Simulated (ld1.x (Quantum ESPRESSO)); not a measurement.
Ge (Z = 32), ultrasoft: configuration errors across variants

ld1.x (Quantum ESPRESSO) 7.5 input, shortened:

```
&input
   title='Ge', zed=32., rel=2, dft='PBE', iswitch=3,
   config='[Ar] 3d10 4s1.5 4p2.5 4f-2', rel_dist='average'
 /
 &inputp
   pseudotype=3, tm=.true., lloc=-2, rcloc=0.75,
   nlcc=.true., new_core_ps=.true., rcore=0.50,
   which_augfun='PSQ', rmatch_augfun_nc=.true.
 /
8
3S  1  0   2.00   0.00  1.00  1.20  0.0
4S  2  0   1.50   0.00  1.00  1.20  0.0
3P  2  1   6.00   0.00  0.90  1.05  0.0
4P  3  1   2.50   0.00  0.90  1.05  0.0
3D  3  2  10.00   0.00  0.80  0.85  0.0
3D  3  2   0.00  -1.75  0.80  0.85  0.0
4F  4  3  -2.00   0.40  0.95  1.25  0.0
4F  4  3  -2.00   2.15  0.95  1.25  0.0
 &test
   configts(1)='3s2 3p6 3d10 4s1.5 4p2.5'
 /
```

Open shells are filled in proportion to 2j + 1 (rel_dist='average').

All-electron excitation energies from the reference (eV): (1) 3s2 3p6 3d10 4s2 4p2 -3.951; (2) 3s2 3p6 3d10 4s2 4p1 3.495; (3) 3s2 3p6 3d10 4s2 4p0 18.937; (4) 3s2 3p6 3d10 4s0 4p0 100.071; (5) 3s2 3p6 3d10 4s1 4p0 53.728; (6) 3s2 3p5 3d10 4s2 4p2 121.778; (7) 3s1 3p6 3d10 4s2 4p2 174.824.

The overlap operator is not positive definite (basis up to 400 Ry) in “base”, “waves 3s (bound): rcut 0.86, rcutus 0.92 bohr; 4s (bound): rcut 0.86, rcutus 0.92 bohr”, “waves 3s (bound): rcut 1.00, rcutus 1.06 bohr; 4s (bound): rcut 1.00, rcutus 1.06 bohr”, “waves 3s (bound): rcut 1.00, rcutus 1.24 bohr; 4s (bound): rcut 1.00, rcutus 1.24 bohr”, “waves 3s (bound): rcut 1.00, rcutus 1.38 bohr; 4s (bound): rcut 1.00, rcutus 1.38 bohr”. Such files are unfit for use, however small their errors in these radial tests.

Tests that are not counted but printed errors over 1 eV. “waves 3s (bound): rcut 1.00, rcutus 1.38 bohr; 4s (bound): rcut 1.00, rcutus 1.38 bohr”: 3s2 3p6 3d10 4s2 4p0 (solver errors, printed error -6903 eV).

3 further variants failed, have other tests or too few solved ones, and are left out.

Errors AE − PS in meV (a dash: test not solved or not reliable):

| change | (1) | (2) | (3) | (4) | (5) | (6) | (7) | bound ghosts |
| --- | --- | --- | --- | --- | --- | --- | --- | --- |
| base | -2.4 | -8.0 | -30 | -14 | -23 | -11 | -43 | not determined (overlap not positive) |
| waves 3s (bound): rcut 0.86, rcutus 0.92 bohr; 4s (bound): rcut 0.86, rcutus 0.92 bohr | -2.4 | -7.3 | -30 | -45 | -40 | -96 | -149 | not determined (overlap not positive) |
| waves 3s (bound): rcut 1.00, rcutus 1.06 bohr; 4s (bound): rcut 1.00, rcutus 1.06 bohr | -4.3 | -13 | -45 | +0.9 | -22 | -7.3 | -47 | not determined (overlap not positive) |
| waves 3s (bound): rcut 1.00, rcutus 1.24 bohr; 4s (bound): rcut 1.00, rcutus 1.24 bohr | -2.2 | -7.7 | -29 | -15 | -24 | -11 | -47 | not determined (overlap not positive) |
| waves 3s (bound): rcut 1.00, rcutus 1.38 bohr; 4s (bound): rcut 1.00, rcutus 1.38 bohr | -1.0 | -4.1 | – | -35 | – | – | – | not determined (overlap not positive) |

Problem. Give the same row for: waves 3s (bound): rcut 0.74, rcutus 0.78 bohr; 4s (bound): rcut 0.74, rcutus 0.78 bohr.

Solution. -1.0, -3.9, -18, -35, -26, +15, -49; bound ghosts: not determined (overlap not positive). Its overlap operator is not positive definite in a basis up to 400 Ry (lowest eigenvalue f5/2 -0.70, f7/2 -0.85), so the file is unfit for use: the generalised eigenproblem breaks down once the basis is large enough, and its test numbers describe a broken file.
